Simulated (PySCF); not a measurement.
# Radial density of Cl (chlorine, neutral)

UHF, [Ne] 3s1 3p6, 2S determinant (an excited configuration). Computed with PySCF 2.14 in dyall-av2z (13s9p2d, 50 functions), with the non-relativistic Hamiltonian (point nucleus).

```json
{"r (bohr)": "0.00178", "4πr²ρ (e/bohr)": "0.1201", "4πr²(ρα − ρβ)": "0.0005"}
{"r (bohr)": "0.00299", "4πr²ρ (e/bohr)": "0.3254", "4πr²(ρα − ρβ)": "0.0013"}
{"r (bohr)": "0.00503", "4πr²ρ (e/bohr)": "0.8603", "4πr²(ρα − ρβ)": "0.0033"}
{"r (bohr)": "0.00846", "4πr²ρ (e/bohr)": "2.165", "4πr²(ρα − ρβ)": "0.0084"}
{"r (bohr)": "0.0142", "4πr²ρ (e/bohr)": "5.041", "4πr²(ρα − ρβ)": "0.0193"}
{"r (bohr)": "0.0239", "4πr²ρ (e/bohr)": "10.27", "4πr²(ρα − ρβ)": "0.0382"}
{"r (bohr)": "0.0403", "4πr²ρ (e/bohr)": "16.82", "4πr²(ρα − ρβ)": "0.0575"}
{"r (bohr)": "0.0677", "4πr²ρ (e/bohr)": "19.48", "4πr²(ρα − ρβ)": "0.0500"}
{"r (bohr)": "0.114", "4πr²ρ (e/bohr)": "14.98", "4πr²(ρα − ρβ)": "0.0256"}
{"r (bohr)": "0.192", "4πr²ρ (e/bohr)": "14.54", "4πr²(ρα − ρβ)": "0.1356"}
{"r (bohr)": "0.322", "4πr²ρ (e/bohr)": "19.32", "4πr²(ρα − ρβ)": "0.2400"}
{"r (bohr)": "0.542", "4πr²ρ (e/bohr)": "10.15", "4πr²(ρα − ρβ)": "-0.0127"}
{"r (bohr)": "0.912", "4πr²ρ (e/bohr)": "3.476", "4πr²(ρα − ρβ)": "0.6381"}
{"r (bohr)": "1.53", "4πr²ρ (e/bohr)": "4.300", "4πr²(ρα − ρβ)": "0.8888"}
{"r (bohr)": "2.58", "4πr²ρ (e/bohr)": "1.453", "4πr²(ρα − ρβ)": "0.0077"}
{"r (bohr)": "4.34", "4πr²ρ (e/bohr)": "0.1203", "4πr²(ρα − ρβ)": "-0.0335"}
{"r (bohr)": "7.30", "4πr²ρ (e/bohr)": "0.001006", "4πr²(ρα − ρβ)": "-0.0009"}
```

(1) Where is the radial spin density 4πr²(ρα − ρβ) most negative, and why is it negative at all?

## Answers

(1) Around r = 4.34 bohr, down to -0.0335 e/bohr: exchange with the open shell polarises the paired shells in an unrestricted calculation.
